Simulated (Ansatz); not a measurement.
Gas-phase reaction in SMILES: Cl[Se]Cl [chloro selenohypochlorite] → Cl[Se] + Cl atom (the Cl-Se bond breaks)

Property: bond dissociation energy (electronic), in kcal/mol. Conventions: non-relativistic; UHF or UKS for open shells; spin-orbit terms left out; dispersion terms only where a functional's name holds one; LANL2DZ with its own core potentials from Na on; six Cartesian d functions in 6-31G* and its kin unless marked 5d; valence correlation only (noble-gas shells and the d and f shells of earlier blocks). Ab initio and DFT rows: single points at B3LYP-D3(BJ) geometries (Ansatz, a program for electronic structure).

| level | program | bond dissociation energy (electronic) (kcal/mol) |
|---|---|---|
| HF/6-31G* with LANL2DZ past Ar | Ansatz | 11.9 |
| PBE/def2-SVP | Ansatz | 63.4 |
| PBE/6-31G* with LANL2DZ past Ar | Ansatz | 52.1 |
| BLYP/6-31G* | Ansatz | 56.3 |
| B3LYP/STO-3G | Ansatz | 64.2 |
| B3LYP/6-31G* | Ansatz | 54.3 |
| MP2/6-31G* with LANL2DZ past Ar | Ansatz | 38.2 |
| B3LYP/def2-TZVPD | Ansatz | 57.6 |
| B3LYP-D3(BJ)/def2-TZVPD | Ansatz + dftd3 | 60.0 |
| wB97X-V/def2-TZVPD | Ansatz | 60.7 |

No value to compare with is used here. The 7 habitual levels span 11.9 (HF/6-31G* with LANL2DZ past Ar) to 64.2 kcal/mol (B3LYP/STO-3G); wB97X-V/def2-TZVPD gives 60.7.

The levels are drawn from those run, B3LYP/6-31G* more often than the rest, none by its result; runs whose electronic state is in doubt are left out.
